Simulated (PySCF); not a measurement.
# Working out the ionisation energy of Nb²⁺

Nb²⁺ [Kr] 4d3 (4F) → Nb³⁺ [Kr] 4d2 (3F). Calculation: PySCF 2.14, in def2-TZVP with the def2 core potential (28 electrons); a scalar-relativistic core potential. Frozen: 4s2 4p6. Energies in hartree (1 hartree = 27.21139 eV):

| part | Nb²⁺ (lower) | Nb³⁺ (upper) |
| --- | --- | --- |
| UHF | -55.626751 | -54.735360 |
| MP2 opposite-spin | 0.000000 | 0.000000 |
| MP2 same-spin | -0.010927 | -0.002420 |

Q: What does Hartree-Fock give?

A: (-54.735360) − (-55.626751) = 0.891391 hartree = 24.256 eV.

Q: What do MP2 and SCS-MP2 (6/5 opposite-spin, 1/3 same-spin) give?

A: The opposite-spin parts differ by 0.000 eV and the same-spin parts by 0.231 eV. MP2: 24.256 + (0.000) + (0.231) = 24.487 eV. SCS-MP2: 24.256 + 1.2 × (0.000) + (0.231)/3 = 24.333 eV.

Reference: 25.04 eV (semi-empirical (NIST evaluation); NIST Atomic Spectra Database, ionization energies), between the lowest levels; spin-orbit coupling is absent from the calculation.

What remains against the reference includes basis incompleteness, the frozen core and correlation beyond second order.
